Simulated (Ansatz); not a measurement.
Basis-set extrapolation for CH₃F₃OSi, SMILES `OC(F)[SiH](F)F` (PBE0-D4/def2-TZVP geometry, frozen core, Ansatz). Multiplicity 1, RHF reference.

|  | def2-TZVPP | def2-QZVPP |
| --- | --- | --- |
| HF | -702.057700 | -702.086497 |
| MP2 correlation | -1.264809 | -1.378713 |
| CCSD(T) correlation | -1.324011 | not run |

Energies in hartree. Use E(X) = E(∞) + A·exp(−7.88·√X) for Hartree–Fock and E(X) = E(∞) + B·X^(−2.97) for correlation, with X = 3 and 4, and add CCSD(T) minus MP2 of the smaller set to the MP2 limit.

Task: What is the CCSD(T) energy at the basis-set limit?

Result: HF limit: -702.086497 + (-0.028797) × 0.13774 = -702.09046. MP2 limit: -1.378713 + (-0.113904) × 0.74074 = -1.46309. Higher-order term: -1.324011 − (-1.264809) = -0.05920. Total: -703.61275 hartree, 606.6 kJ/mol below CCSD(T)/def2-TZVPP.
